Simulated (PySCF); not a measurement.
## CoBr₃: from structure and modes to constants

All numbers come from PySCF, B3LYP, basis Co def2-SVP, Br def2-SVP (no relativity, density fitting).

The singlet minimum has C3v symmetry. Masses (u): Co 58.93320, Br 78.91834.

```xyz
4
charge 0 multiplicity 1, angstrom
Co    0.0086    0.0000   -0.6026
Br    2.0712   -0.0014    0.1802
Br   -1.0376    1.7965    0.1358
Br   -1.0401   -1.7951    0.1357
```

Harmonic wavenumbers (cm⁻¹): 70.2 (e, ×2), 100.2 (a1, ×1), 274.6 (a1, ×1), 359.0 (e, ×2).

Q: Find the principal moments of inertia and the rotational constants. What kind of rotor is it?

A: About the centre of mass I = 535.77, 535.77, 1018 u Å². With B = 16.8576/I this gives 0.03146, 0.03146, 0.01656 cm⁻¹. The molecule is an oblate symmetric top.

Q: Find the vibrational entropy and heat capacity at 298.15 K.

A: With u = 1.43878 ω/T, each mode gives S = R[u/(eᵘ−1) − ln(1−e⁻ᵘ)] and C = R u² eᵘ/(eᵘ−1)².
| ω (cm⁻¹) | u | S (J/(mol K)) | C (J/(mol K)) |
| --- | --- | --- | --- |
| 70.2 (×2) | 0.339 | 17.36 | 8.24 |
| 100.2 | 0.484 | 14.43 | 8.15 |
| 274.6 | 1.325 | 6.56 | 7.20 |
| 359.0 (×2) | 1.732 | 4.71 | 6.51 |
The sums over all modes are S = 65.1 and C = 44.8 J/(mol K); the softest mode gives 27 % of the entropy (each member, where degenerate).

Q: Give the standard entropy (298.15 K, 1 bar) by its translational, rotational, vibrational and spin parts, and Cp.

A: Sackur–Tetrode with M = 295.69 u gives 179.8; rotation with symmetry number 3 gives 120.4; vibration 65.1; spin R ln 1 = 0.0. The total is 365.4 J/(mol K), and Cp = 4 R + 44.8 = 78.1 J/(mol K).

Stability towards spin polarisation was not tested. Other isomers or separated fragments may lie lower.
